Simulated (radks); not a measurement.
Task: Radial electron density D(r) = 4 pi r^2 rho(r) of an atom or ion with 3 electrons. Calculated with a radial shooting solver on a logarithmic mesh with Libxc functionals: scalar-relativistic Kohn-Sham, PBE, spin-polarised, spherical densities, finite nucleus; Fermi nuclear charge, rms radius of each element as measured or else 0.836 A^(1/3) + 0.57 fm.

r (bohr)  D(r) (e/bohr)  spin D(r)
0.001362          4.630      0.294
0.00165           6.329      0.400
0.001983          8.481      0.534
0.002403          11.41      0.716
0.002911          15.19      0.947
0.0035            19.75       1.22
0.00424           25.58       1.56
0.005138          32.51       1.95
0.006176          40.05       2.36
0.007483          48.47       2.76
0.009067          56.75       3.09
0.0109            63.55       3.24
0.01321           68.17       3.12
0.016             68.91       2.65
0.01923           65.10       1.87
0.0233            56.38      0.884
0.02824           44.17      0.117
0.03394           31.64      0.130
0.04113           20.71       1.46
0.04943           14.31       4.14
0.0599            11.98       7.74
0.07258           12.07       10.7
0.08724           11.82       11.5
0.1057            9.671       9.61
0.1281            6.132       6.13
0.154             2.977       2.98
0.1865           0.9875      0.987
0.226            0.2146      0.215
0.2717          0.03097     0.0310
0.3292         0.002279    0.00228

What is the nuclear charge?

Result: Z = 59. The innermost maximum, from 1s, lies near gamma/Z bohr with gamma = sqrt(1 - (Z/c)^2) = 0.903, here 0.0153 bohr (found: 0.0150), and its height grows with Z. The density is that of the praseodymium ion Pr56+ in [He] 2s1; the configuration itself is not fixed sharply by these data, and Z only to a few units. D(r) has 2 maxima, at r = 0.0150, 0.0774 bohr, and minima at 0.0639 bohr, inside which lie 2.14 electrons.
